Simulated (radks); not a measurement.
Neutral tellurium inside a hard spherical wall (all orbitals vanish at R), configuration held at [Kr] 4d10 5s2 5p4 and not refilled when levels cross. All-electron calculation, scalar-relativistic Kohn-Sham, PBE, spin-polarised, spherical densities, finite nucleus; open shells are filled with parallel spins first (spin-orbit coupling, left out, can overturn this in heavy ions); Fermi nuclear charge, rms radius 4.7423 fm. Program: a radial shooting solver on a logarithmic mesh with Libxc functionals. Eigenvalues in eV for spin up, with the zero of energy where the potential of the charges vanishes at infinity; a dash marks a level that is unbound or too diffuse for the functional's potential to be trusted. A positive occupied level is held by the wall or, in an anion where self-interaction has pushed it up, behind a barrier. The pressure on the wall is -dE/dV.

| R (bohr) | E (hartree) | kinetic (hartree) | e(4p) | e(4d) | e(5s) | e(5p) | e(6s, empty) | e(5d, empty) | pressure (GPa) |
|---|---|---|---|---|---|---|---|---|---|
| free | -6794.29625 | 7118.267 | -114.36 | -41.643 | -15.603 | -6.468 | - | - | 0 |
| 20 | -6794.29625 | 7118.267 | -114.36 | -41.643 | -15.603 | -6.468 | - | - | < 0.0001 |
| 15 | -6794.29625 | 7118.267 | -114.36 | -41.643 | -15.603 | -6.468 | -0.557 | 0.924 | < 0.0001 |
| 12 | -6794.29624 | 7118.268 | -114.36 | -41.641 | -15.602 | -6.467 | -0.402 | 1.195 | 0.000258 |
| 10 | -6794.29608 | 7118.269 | -114.34 | -41.627 | -15.590 | -6.455 | -0.042 | 1.569 | 0.00520 |
| 8 | -6794.29392 | 7118.289 | -114.22 | -41.502 | -15.488 | -6.356 | 1.110 | 2.396 | 0.112 |
| 7 | -6794.28760 | 7118.337 | -113.96 | -41.249 | -15.289 | -6.153 | 2.546 | 3.240 | 0.543 |
| 6 | -6794.26374 | 7118.492 | -113.28 | -40.581 | -14.779 | -5.598 | 5.506 | 4.810 | 2.82 |
| 5 | -6794.16954 | 7119.015 | -111.52 | -38.860 | -13.470 | -4.049 | 12.216 | 8.131 | 16.5 |
| 4 | -6793.76551 | 7120.891 | -107.04 | -34.529 | -9.832 | 0.550 | 29.314 | 16.304 | 115 |
| 2.5 | -6788.04690 | 7142.045 | -82.833 | -11.432 | 21.554 | 39.613 | 145.94 | 72.480 | 4460 |
